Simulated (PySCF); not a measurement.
## Pt²⁺: interval between two levels

Pt²⁺ [Xe] 4f14 5d8 [3F4, M_J = 4] → Pt²⁺ [Xe] 4f14 5d7 6p1 [5G6, M_J = 6], as a difference of total energies. Computed with PySCF 2.14 in x2c-SVPall-2c with one added diffuse shell each of s, d type (8s9p10d2f, 99 functions), with the two-component X2C-1e Hamiltonian. Correlated levels: [Kr] 4d10 4f14 frozen; the 22 highest virtual spinors dropped. "Screened" scales the spin-orbit matrix elements by Boettger's factors to mimic the two-electron term; Breit and QED terms are absent.

```
                    method  interval between two levels (cm⁻¹)
           GHF (spin-free)                               98755
          GMP2 (spin-free)                              103520
 GHF (screened spin-orbit)                               96718
GMP2 (screened spin-orbit)                              101450
```

The labels give the starting determinants; with spin-orbit coupling the two ends relaxed to ⟨J²⟩ = 20.01, ⟨L²⟩ = 12.44, ⟨S²⟩ = 2.06 and ⟨J²⟩ = 42.01, ⟨L²⟩ = 21.73, ⟨S²⟩ = 5.51.
